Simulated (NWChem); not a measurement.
Si$_{2}$H$_{5}$O$_{2}$Cl; SMILES O[SiH2]O[SiH2]Cl

```xyz
10

O      1.2765    -1.4813    -0.5968
Si    -0.1890    -1.8666     0.0665
O     -1.1820    -0.5211     0.0935
Si    -1.0376     1.1124     0.0194
Cl     0.8038     1.6532     0.8336
H      1.7818    -0.7926    -0.1500
H     -0.0657    -2.3422     1.4724
H     -0.8018    -2.8872    -0.8146
H     -1.0504     1.5979    -1.3833
H     -2.0962     1.7457     0.8417
```
Atoms are numbered in this order, from 1.

Computed with NWChem. Pople sets run with spherical d functions. Coordinates come from a PBE0/def2-SVP optimisation. Vzz is the largest principal value of the second derivative of the potential at the nucleus (NWChem prints the opposite sign); η is the asymmetry. Non-relativistic.

For level PBE/6-31G*:

```yaml
Vzz O1 (a.u.): 1.292
```

Task: Estimate the same quantities for level B3LYP/6-31G*.

Result: 
* **Vzz O1 (a.u.)**: 1.338
